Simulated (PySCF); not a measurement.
**Zr⁺ (zirconium, charge +1): CAM-B3LYP calculation**

Configuration: [Kr] 4d2 5p1, one real determinant (an excited configuration). Calculation: PySCF 2.14, in x2c-TZVPPall (8s6p6d2f1g, 79 functions); scalar relativity by spin-free X2C-1e.

```json
{"Total energy": "-3598.06 hartree", "One-electron energy": "-4953.81 hartree", "Hartree (Coulomb) energy": "1470.80 hartree", "Exchange-correlation energy": "-115.05 hartree", "⟨S²⟩": "3.7510", "⟨L²⟩": "13.953", "Sum of ⟨r⟩": "28.47 bohr", "Sum of ⟨r²⟩": "51.78 bohr²", "Traceless quadrupole moment −½Σ⟨3z² − r²⟩ along its main axis": "-8.16 e·bohr²", "Langevin diamagnetic susceptibility": "-41.0 ×10⁻⁶ cm³/mol"}
```

```csv
shell,electrons,mean orbital energy (eV),spread (eV),"rms radius, mean of both spins (bohr)"
1s α,1,-17871.3,0,0.0426
1s β,1,-17871.3,0,0.0426
2s α,1,-2499.8,0,0.176
2s β,1,-2499.6,0,0.176
2p α,3,-2230.2,0.005,0.156
2p β,3,-2230.1,0.029,0.156
3s α,1,-423.86,0,0.490
3s β,1,-423.73,0,0.490
3p α,3,-335.49,0.032,0.498
3p β,3,-335.35,0.063,0.498
3d α,5,-190.07,0.190,0.497
3d β,5,-189.84,0.206,0.497
4s α,1,-67.748,0,1.29
4s β,1,-66.548,0,1.29
4p α,3,-44.583,0.196,1.46
4p β,3,-43.053,0.252,1.46
4d α,2,-14.395,0.136,2.28
5p α,1,-8.494,0,4.53
```

⟨L²⟩ = 13.95 against 20 for a pure G term, so this real determinant mixes terms.

Densities and radii are taken from the X2C orbitals without a picture-change correction, which distorts them close to the nucleus.
